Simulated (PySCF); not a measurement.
# Working out the ionisation energy of F⁺

F⁺ [He] 2s2 2p4 (3P) → F²⁺ [He] 2s2 2p3 (4S). Calculation: PySCF 2.14, in aug-cc-pwCVTZ; the non-relativistic Hamiltonian (point nucleus). Frozen: nothing. Energies in hartree (1 hartree = 27.21139 eV):

```csv
part,F⁺ (lower),F²⁺ (upper)
UHF,-98.831140,-97.604672
MP2 opposite-spin,-0.160261,-0.119679
MP2 same-spin,-0.044413,-0.037728
```

**Question.** What does Hartree-Fock give?

**Answer.** (-97.604672) − (-98.831140) = 1.226468 hartree = 33.374 eV.

**Question.** What do MP2 and SCS-MP2 (6/5 opposite-spin, 1/3 same-spin) give?

**Answer.** The opposite-spin parts differ by 1.104 eV and the same-spin parts by 0.182 eV. MP2: 33.374 + (1.104) + (0.182) = 34.660 eV. SCS-MP2: 33.374 + 1.2 × (1.104) + (0.182)/3 = 34.759 eV.

Measured between the centres of the two terms (NIST): 34.950 eV, so MP2 (valence and next inner shell) is off by -0.290 eV.

What remains against the reference includes basis incompleteness and correlation beyond second order.
